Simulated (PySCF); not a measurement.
Species: C4H6F3NO.
Geometry (GFN2-xTB, Å), atoms numbered from 1 in this order:
```xyz
15
C4H6F3NO angstrom
N      2.6790    0.2683   -0.3931
C      1.5102   -0.3391   -0.6965
O      1.4305   -1.2545   -1.4792
C      0.3124    0.2418    0.0499
C     -0.9818   -0.4066   -0.4352
C     -2.1667    0.0796    0.3685
F     -3.3245   -0.4392   -0.0626
F     -2.0677   -0.2361    1.6709
F     -2.3068    1.4160    0.3201
H      3.5237   -0.0604   -0.8308
H      2.7393    1.0233    0.2655
H      0.2777    1.3218   -0.1074
H      0.4463    0.0545    1.1183
H     -1.1576   -0.1701   -1.4856
H     -0.9186   -1.4914   -0.3359
```

Theory: TDDFT B3LYP/def2-SVPD, vertical, gas phase, core orbitals frozen in the response in PySCF.

Orbital energies (eV): HOMO-3 -10.55, HOMO-2 -10.38, HOMO-1 -8.13, HOMO -7.65, LUMO -0.07, LUMO+1 -0.04, LUMO+2 0.63.

Question: Among the lowest singlets, which states do these configurations lead, and at what energies: HOMO-1→LUMO+1, HOMO→LUMO+1, HOMO→LUMO?

Answer: 

```json
{"state": "S1", "leading configuration": "HOMO→LUMO", "weight": "0.93", "Δε (eV)": "7.58", "E (eV)": "5.77", "E − Δε (eV)": "-1.80", "f": "0.0001", "other configurations": "–"}
{"state": "S2", "leading configuration": "HOMO→LUMO+1", "weight": "0.92", "Δε (eV)": "7.61", "E (eV)": "6.71", "E − Δε (eV)": "-0.90", "f": "0.023", "other configurations": "–"}
{"state": "S3", "leading configuration": "HOMO-1→LUMO+1", "weight": "0.92", "Δε (eV)": "8.09", "E (eV)": "7.01", "E − Δε (eV)": "-1.08", "f": "0.0097", "other configurations": "–"}
```

E − Δε runs from -1.80 to -0.90 eV. Among themselves, these states come in the order of their orbital differences. Δε is the difference of the two orbital energies.

H and L stand for HOMO and LUMO. The other states: S4 7.35 eV, f 0.053, H→L+2 (58%), H-1→L (35%); S5 7.64 eV, f 0.079, H-1→L (41%), H→L+2 (34%), H→L+3 (16%); S6 7.92 eV, f 0.0034, H-1→L+2 (92%); S7 8.00 eV, f 0.102, H→L+3 (79%), H-1→L (9%); S8 8.24 eV, f 0.0002, H-1→L+3 (88%), H-1→L+6 (10%).

Question: Which computed triplets share their leading configuration (75% or more) with a singlet, and how far apart are the partners?

Answer: 

```csv
configuration,triplet,E(T) (eV),singlet,E(S) (eV),E(S) − E(T) (eV)
HOMO→LUMO,T1,5.30,S1,5.77,+0.48
HOMO→LUMO+1,T3,6.62,S2,6.71,+0.08
```

The 3 triplets are Tamm–Dancoff values, the singlets full response.

Summed over the main configurations (up to three a state, each over 8%) of all 8 singlets, the electron leaves HOMO with weight 3.72 and HOMO-1 with weight 3.66.

The run took 46 s wall on x86-64 server, one thread, no GPU (shared host).

One conformer stands for the species.
